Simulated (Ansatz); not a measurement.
Reaction (ligand exchange at a B–S bond): `BS[SiH3]` + `CSC=N` → `BN=CSC` + `[SiH3]S`

Calculated with Ansatz (gas phase, PBE0-D4/def2-TZVP geometries, no zero-point term in ΔE). CCSD(T)/CBS adds triple-zeta CCSD(T) − MP2 to the extrapolated MP2 energy (def2 sets, frozen cores). DFT in def2-TZVPP. B3LYP here is the variant with VWN-RPA as its local correlation; programs differ in this. One conformer a species, not always the lowest.

`BS[SiH3]`:

Cartesian coordinates in Å:
```
B 0.484 -1.494 0.668
S 0.275 0.137 1.336
Si -0.362 1.173 -0.444
H 0.272 -1.726 -0.484
H 0.845 -2.343 1.422
H -1.619 0.575 -0.953
H 0.695 1.091 -1.481
H -0.590 2.588 -0.064
```

`CSC=N`:

```xyz
9

C     0.997    0.578    0.889
S    -0.538   -0.295    1.203
C    -1.057   -0.608   -0.424
N    -0.408   -0.247   -1.448
H     1.415    0.831    1.863
H     0.804    1.482    0.314
H     1.685   -0.059    0.336
H    -2.009   -1.152   -0.434
H    -0.889   -0.530   -2.299
```

`BN=CSC`:

```xyz
11

B     0.566   -1.597    1.067
N     0.746   -0.900   -0.083
C     0.882   -0.235   -1.121
S     0.015    1.226   -1.537
C    -1.032    1.416   -0.096
H    -0.254   -2.472    1.097
H     1.234   -1.326    2.025
H     1.590   -0.520   -1.905
H    -1.696    0.559    0.011
H    -1.622    2.318   -0.260
H    -0.429    1.532    0.803
```

`[SiH3]S`:

```xyz
6

Si    0.081    0.397    0.339
S     0.390   -0.781   -1.418
H    -1.295    0.954    0.389
H     1.069    1.496    0.238
H     0.322   -0.391    1.574
H    -0.568   -1.676   -1.122
```

```
             level  ΔE (kcal/mol)  difference from CCSD(T)/CBS
            PBE-D4           -8.6                         -3.2
         r2SCAN-D4           -8.0                         -2.6
           PBE0-D4           -7.3                         -1.9
          B3LYP-D4           -8.9                         -3.5
           ωB97X-V           -5.8                         -0.4
           ωB97M-V           -6.5                         -1.1
            B2PLYP           -7.5                         -2.1
               PBE           -8.6                         -3.2
            r2SCAN           -8.0                         -2.6
              PBE0           -7.3                         -1.9
             B3LYP           -9.1                         -3.7
     HF/def2-TZVPP           -4.9                          0.5
    MP2/def2-TZVPP           -5.4                          0.0
SCS-MP2/def2-TZVPP           -5.4                          0.0
   CCSD/def2-TZVPP           -5.5                         -0.1
CCSD(T)/def2-TZVPP           -5.5                         -0.1
     HF/def2-QZVPP           -5.0                          0.4
    MP2/def2-QZVPP           -5.4                          0.0
SCS-MP2/def2-QZVPP           -5.3                          0.1
      HF/CBS(def2)           -5.0                          0.4
     MP2/CBS(def2)           -5.3                          0.1
    CCSD/CBS(def2)           -5.4                          0.0
       CCSD(T)/CBS           -5.4                            0
```

Largest T1 diagnostic among the species: 0.015.

From PBE to PBE0 (25 % exact exchange), in def2-TZVPP and without D4, ΔE moves by +1.3 kcal/mol.
